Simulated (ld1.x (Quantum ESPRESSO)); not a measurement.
**Transferability test, TM potential for Eu**

- Element: Eu (Z = 63)
- Generator: ld1.x (Quantum ESPRESSO) 7.5
- Type: norm-conserving Troullier–Martins (Kleinman–Bylander form)
- Functional: LDA (PZ)
- Relativity: fully relativistic
- Frozen core: [Xe] 4f6
- Valence charge: 3
- Reference configuration: 5d1 6s1 6p0 (charge +1)
- Partial waves: 6s (bound): rc 3.00 bohr; 5d (bound): rc 2.40 bohr; 5f channel at -0.1 Ry: rc 3.75 bohr; 6p (bound, empty): rc 3.64 bohr
- Local potential: the p channel
- Core correction: none

Open shells are filled in proportion to 2j + 1 (rel_dist='average').

Energies are relative to the spin-unpolarised reference configuration 5d1 6s1 6p0; without spin polarisation the order of configurations can differ from experiment. The p channel is local and has no spin–orbit splitting in the pseudo-atom.

```json
{"valence configuration": "5d1 6s2 6p0", "charge": "0", "ΔE all-electron (eV)": "-6.759", "error AE − PS (meV)": "+27"}
{"valence configuration": "5d1 6s0 6p0", "charge": "+2", "ΔE all-electron (eV)": "12.208", "error AE − PS (meV)": "+69"}
{"valence configuration": "5d1 6s1.5 6p0", "charge": "+0.5", "ΔE all-electron (eV)": "-4.032", "error AE − PS (meV)": "+8.4"}
{"valence configuration": "5d1 6s0 6p2", "charge": "0", "ΔE all-electron (eV)": "-0.842", "error AE − PS (meV)": "-15"}
{"valence configuration": "5d1.5 6s1.5 6p0", "charge": "0", "ΔE all-electron (eV)": "-5.999", "error AE − PS (meV)": "+22"}
{"valence configuration": "5d1 6s1 6p1", "charge": "0", "ΔE all-electron (eV)": "-3.885", "error AE − PS (meV)": "-2.8"}
{"valence configuration": "5d0 6s2 6p1", "charge": "0", "ΔE all-electron (eV)": "-4.744", "error AE − PS (meV)": "+179"}
```
